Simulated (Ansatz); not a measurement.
A nudged elastic band was laid between two geometries of H2N + H7N3Si (14 atoms, charge 0, multiplicity 2).

Computed with Ansatz, UKS B3LYP-D4/6-31G*.

```
movable images  : 7
climbing image  : yes
spring          : 5.0 eV/Å²
optimiser       : quadratic models (default)
start path      : through a guess of the saddle point
force threshold : 0.03 eV/Å
iteration limit : 60
end points      : relaxed
```

First end point:

```xyz
14
Properties=species:S:1:pos:R:3
Si -0.346 0.183 -0.045
H -0.855 0.282 1.362
N 1.364 0.322 0.142
H 1.767 -0.118 0.966
H 1.972 0.250 -0.665
N -0.758 1.394 -1.202
H -1.710 1.457 -1.539
H -0.316 2.302 -1.146
N -1.155 -1.235 -0.638
H -1.270 -2.021 -0.009
H -0.959 -1.558 -1.579
N 1.097 -0.551 3.045
H 0.358 -1.118 3.489
H 0.819 0.413 3.285
```

Last end point:

```xyz
14
Properties=species:S:1:pos:R:3
Si -0.224 0.149 -0.203
H -0.339 0.188 2.580
N 1.492 -0.052 -0.451
H 2.073 -0.390 0.307
H 1.964 0.686 -0.963
N -0.730 1.506 -1.177
H -1.526 1.343 -1.785
H -0.787 2.425 -0.753
N -1.010 -1.272 -0.840
H -1.870 -1.603 -0.419
H -0.408 -2.049 -1.091
N 0.115 -0.089 3.455
H 0.188 -1.105 3.418
H 1.070 0.263 3.389
```

What changes between the two ends?

Bonds broken: Si1–H2. Bonds formed: H2–N12. H2N + H7N3Si becomes H3N + H6N3Si.

Give the energies along the band, and the barrier.

The forces met the threshold. The highest image is number 4 of 0 to 8, 6.3 kcal/mol above the first end and 17.0 kcal/mol above the last; the last end lies 10.7 kcal/mol below the first. A vibrational analysis at the climbing image gives one clearly imaginary mode, 1025i cm⁻¹: a first-order saddle point.

```
image  path coordinate (Å)  energy (kcal/mol)  Si1–H2 (Å)  H2–N12 (Å)
    0                 0.00                0.0        1.50        2.71
    1                 0.84                0.4        1.50        2.39
    2                 1.68                1.7        1.49        2.25
    3                 2.52                2.9        1.49        2.12
    4                 3.35                6.3        1.63        1.46
    5                 4.49               -5.9        2.25        1.03
    6                 5.62               -9.1        2.64        1.03
    7                 6.76              -10.5        2.76        1.02
    8                 7.89              -10.7        2.79        1.02
```

What is the geometry of the highest image?


```xyz
14
Properties=species:S:1:pos:R:3:forces:R:3
Si -0.003 0.037 -0.002 0.00 0.00 0.01
H 0.082 -0.189 1.610 0.00 0.00 0.00
N 1.670 0.232 -0.411 0.00 0.00 0.00
H 2.356 -0.282 0.129 0.00 0.00 -0.01
H 1.955 0.312 -1.381 0.00 0.00 0.01
N -0.774 1.399 -0.725 0.00 0.00 0.00
H -1.784 1.467 -0.717 0.00 0.00 0.00
H -0.330 2.307 -0.678 0.00 0.00 0.00
N -0.983 -1.308 -0.491 -0.01 0.00 -0.01
H -0.896 -2.177 0.021 0.00 0.00 0.00
H -1.161 -1.480 -1.474 0.00 0.00 0.00
N 0.180 -0.446 3.049 0.00 0.01 0.00
H -0.832 -0.366 3.237 0.00 0.00 0.00
H 0.525 0.494 3.298 0.00 0.00 0.00
```

What are the harmonic wavenumbers there?

1025i, 47, 59, 72, 219, 238, 272, 274, 353, 395, 435, 454, 458, 485, 603, 650, 751, 789, 843, 861, 931, 932, 1134, 1211, 1604, 1608, 1615, 1617, 3324, 3431, 3542, 3544, 3576, 3643, 3646, 3677 cm⁻¹.

The run took 5.3 min on 4 threads of Arm Neoverse V2, with other jobs on the host, peak memory 0.32 GiB.
